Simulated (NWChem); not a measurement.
Species: BCl

All runs: NWChem. Each level has its own optimisation; frequencies are unscaled.

Taking PBE0/def2-TZVPP as the yardstick, which of these has the fewest basis functions while keeping “zero-point energy (kcal/mol)” within 0.1 kcal/mol of it: PBE0/pcseg-2; PBE0/3-21G; PBE0/pcseg-1; PBE0/aug-pcseg-1?

PBE0/pcseg-1.
```csv
level,basis functions,zero-point energy (kcal/mol),relative time (rough)
PBE0/3-21G,22,1.0,1
PBE0/pcseg-1,32,1.2,3
PBE0/aug-pcseg-1,50,1.2,6
PBE0/pcseg-2,64,1.2,10
PBE0/def2-TZVPP,73,1.2,10
```

The yardstick is one finite set, not the basis-set limit.
